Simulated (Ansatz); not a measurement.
`O[Si](O)(Cl)Cl` and `O[SiH2]N[Si](O)(Cl)Cl` differ in one atom or group.

Ansatz, PBE0-D4/def2-TZVP geometries, multiplicity 1. Each molecule was computed in one conformer, which needn't be the lowest.

```tsv
property	`O[Si](O)(Cl)Cl`
HOMO–LUMO gap (ωB97M-V/def2-TZVPP) / eV	13.25
HOMO–LUMO gap (B3LYP/def2-TZVPP) / eV	8.75
size of the dipole moment (ωB97M-V/def2-TZVPP) / D	2.02
size of the dipole moment (B3LYP/def2-TZVPP) / D	2.01
HOMO energy (PBE/def2-TZVPP) / eV	-7.66
HOMO–LUMO gap (PBE/def2-TZVPP) / eV	6.97
```

Q: What does the change do to each property? (Best estimate.)

A: The calculation gave: 
```json
{"property": "HOMO–LUMO gap (ωB97M-V/def2-TZVPP) / eV", "`O[SiH2]N[Si](O)(Cl)Cl`": "12.07", "shift": "-1.18"}
{"property": "HOMO–LUMO gap (B3LYP/def2-TZVPP) / eV", "`O[SiH2]N[Si](O)(Cl)Cl`": "7.67", "shift": "-1.08"}
{"property": "size of the dipole moment (ωB97M-V/def2-TZVPP) / D", "`O[SiH2]N[Si](O)(Cl)Cl`": "3.87", "shift": "1.85"}
{"property": "size of the dipole moment (B3LYP/def2-TZVPP) / D", "`O[SiH2]N[Si](O)(Cl)Cl`": "3.88", "shift": "1.87"}
{"property": "HOMO energy (PBE/def2-TZVPP) / eV", "`O[SiH2]N[Si](O)(Cl)Cl`": "-6.88", "shift": "0.78"}
{"property": "HOMO–LUMO gap (PBE/def2-TZVPP) / eV", "`O[SiH2]N[Si](O)(Cl)Cl`": "5.95", "shift": "-1.02"}
```

With PBE0 the HOMO rises by 0.86 eV and the LUMO falls by 0.33 eV, so the gap narrows by about 1.19 eV. PBE moves the HOMO by 0.78 eV and ωB97M-V by 0.83 eV. Dipoles are sizes alone; their direction can turn.

B3LYP here is the variant with VWN-RPA as its local correlation; programs differ in this.
